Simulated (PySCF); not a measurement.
**Electron correlation in N²⁺ (nitrogen, charge +2)**

[He] 2s2 2p1, 2P determinant. Computed with PySCF 2.14 in x2c-TZVPall, with the spin-free X2C one-electron Hamiltonian (Gaussian nucleus). Frozen: 1s2; 3 electrons correlated.

MP2 pair energies summed by pair of shells (mhartree):

| pair | energy | share (%) |
| --- | --- | --- |
| 2s-2s | -32.68 | 59.0 |
| 2s-2p | -22.75 | 41.0 |

Total MP2 correlation energy: -55.43 mhartree.

Same-spin part -3.45 and opposite-spin part -51.98 mhartree; SCS-MP2 scales them by 1/3 and 6/5 to -63.53 mhartree.

```tsv
level	correlation energy (mhartree)
CCSD	-82.30
(T)	-1.02
CCSD(T)	-83.32
```

Diagnostics: T1 = 0.0068, D1 = 0.0131, largest double amplitude 0.137.

Cost of the coupled-cluster step: 0.4 s of wall time on 1 thread of Neoverse-N1 (shared host), for 3 correlated electrons.
